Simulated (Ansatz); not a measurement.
Reaction (ligand exchange at the Si–N bond): `C/C(Cl)=N\[SiH3]` + `O[SiH](Cl)Cl` → `[SiH3]O[SiH](Cl)Cl` + `CC(=N)Cl`

Isolated molecules relaxed with PBE0-D4/def2-TZVP in Ansatz; ΔE leaves out vibrations. CCSD(T)/CBS adds triple-zeta CCSD(T) − MP2 to the extrapolated MP2 energy (def2 sets, frozen cores). This one scheme is used for every species. Functionals use def2-TZVPP. Each species was taken in one conformer, which may not be the lowest.

`C/C(Cl)=N\[SiH3]`:

Z-matrix (Å, degrees):
```
C
C 1 1.492
H 1 1.092 2 109.7
H 1 1.090 2 110.6 3 121.3
H 1 1.092 2 109.7 3 -117.5
Cl 2 1.781 1 110.7 3 58.5
N 2 1.237 1 130.8 3 -121.6
Si 7 1.726 2 133.7 1 -0.0
H 8 1.482 7 107.3 2 121.4
H 8 1.482 7 107.3 2 -120.2
H 8 1.493 7 114.4 2 0.6
```

`O[SiH](Cl)Cl`:

Cartesian coordinates in Å:
```
O 1.127 0.681 -0.249
Si -0.337 0.098 0.132
Cl -0.207 -1.336 1.579
Cl -1.239 -0.750 -1.491
H 1.798 0.084 -0.588
H -1.142 1.224 0.617
```

`[SiH3]O[SiH](Cl)Cl`:

```xyz
9

Si    1.411   -0.630   -0.401
O     0.262    0.508   -0.078
Si   -1.257    0.795    0.362
Cl   -2.541    0.042   -1.031
Cl   -1.648   -0.103    2.150
H     2.637    0.090   -0.813
H     0.941   -1.513   -1.496
H     1.670   -1.432    0.819
H    -1.475    2.241    0.488
```

`CC(=N)Cl`:

Z-matrix (Å, degrees):
```
C
C 1 1.486
H 1 1.089 2 109.2
H 1 1.092 2 110.1 3 -120.9
H 1 1.092 2 110.0 3 120.9
N 2 1.247 1 124.6 3 -0.2
Cl 2 1.776 1 112.6 3 179.8
H 6 1.017 2 113.3 1 -180.0
```

```
      level  ΔE (kcal/mol)
LDA (SPW92)          -13.3
      BHLYP          -18.1
```

Question: What does CCSD(T)/CBS give? (An estimate is asked.)

Answer: Ansatz gave: -17.6 kcal/mol. The listed levels differ from it by 4.3, -0.5 kcal/mol.

Largest T1 diagnostic among the species: 0.012.

From BLYP to BHLYP (50 % exact exchange), in def2-TZVPP and without D4, ΔE moves by −2.1 kcal/mol. At CCSD(T), def2-SVP lies −1.2 kcal/mol from the extrapolated value and def2-TZVPP −0.3 kcal/mol. In def2-TZVPP, CCSD(T) changes the Hartree–Fock value by +2.5 kcal/mol (the triples alone add +0.6 kcal/mol) and MP2 by +3.3 kcal/mol.
